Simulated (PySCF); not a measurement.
**Deuteron quadrupole couplings in `C[C@H]1C[P@@](=O)(N([SiH3])[SiH3])C1`**

Compound: C₄H₁₄NOPSi₂.
Cartesian coordinates in Å at the GFN2-xTB level; atoms count from 1:
```
atom  x, y, z in Å
C1     3.072    0.428   -0.586
C2     1.984    0.037    0.398
C3     0.892    1.106    0.633
P4    -0.321   -0.272    0.823
O5    -0.638   -0.718    2.182
N6    -1.651   -0.068   -0.188
Si7   -2.352   -1.596   -0.658
Si8   -2.581    1.357    0.197
C9     1.061   -1.114   -0.065
H10    2.639    0.688   -1.550
H11    3.629    1.286   -0.215
H12    3.767   -0.397   -0.730
H13    2.432   -0.232    1.359
H14    1.053    1.760    1.489
H15    0.723    1.702   -0.262
H16   -2.963   -2.311    0.462
H17   -1.264   -2.387   -1.237
H18   -3.341   -1.217   -1.663
H19   -3.254    1.268    1.492
H20   -3.535    1.444   -0.905
H21   -1.640    2.479    0.189
H22    1.351   -2.110    0.265
H23    0.931   -1.106   -1.146
```

Level: PBE0/pcSseg-1 (PySCF, non-relativistic); Q(2H) = 0.00286 b; rigid geometry, the same for H and D, with no vibrational averaging.

Question: Rank these positions by the coupling χzz of a deuteron there, largest first.
A. H13 (methine hydrogen)
B. H23 (methylene hydrogen)
C. H16 (Si–H hydrogen)

Answer: B (210 kHz), A (199 kHz), C (108 kHz).

Question: Tabulate Vzz, the asymmetry η and χzz = 234.96 MHz × Q × Vzz for every hydrogen position.

Answer: 
```tsv
atom	bonded to	bond length (Å)	Vzz (au)	η	χzz (kHz)
H10	C1	1.089	0.3125	0.02	210
H11	C1	1.088	0.3137	0.02	211
H12	C1	1.088	0.3137	0.02	211
H13	C2	1.094	0.2956	0.02	199
H14	C3	1.088	0.3159	0.02	212
H15	C3	1.089	0.3132	0.02	211
H16	Si7	1.462	0.1604	0.02	108
H17	Si7	1.465	0.1585	0.05	106
H18	Si7	1.460	0.1630	0.04	110
H19	Si8	1.462	0.1601	0.02	108
H20	Si8	1.461	0.1625	0.04	109
H21	Si8	1.465	0.1586	0.05	107
H22	C9	1.088	0.3165	0.02	213
H23	C9	1.089	0.3127	0.02	210
```

Question: Average by the element that carries the hydrogen.

Answer: on C: 209 kHz over 8 positions, mean bond length 1.089 Å; on Si: 108 kHz over 6 positions, mean bond length 1.462 Å.

Question: Give the 2H NMR doublet splittings at H18 for a magnetic field along the z, y and x axes of the gradient: 3χ/2, 3χ(1 + η)/4, 3χ(1 − η)/4.

Answer: With |χ| = 109.5 kHz and η = 0.037: 164, 85 and 79 kHz, to first order and without motion.

One conformer (not necessarily the lowest) at the GFN2-xTB geometry, without solvent, vibrations or thermal averaging. GFN2-xTB bond lengths can be off by several hundredths of an ångström, more for odd bonds, and the gradients follow them. The basis is small and wasn't made for field gradients, so the couplings can be 20 % off.
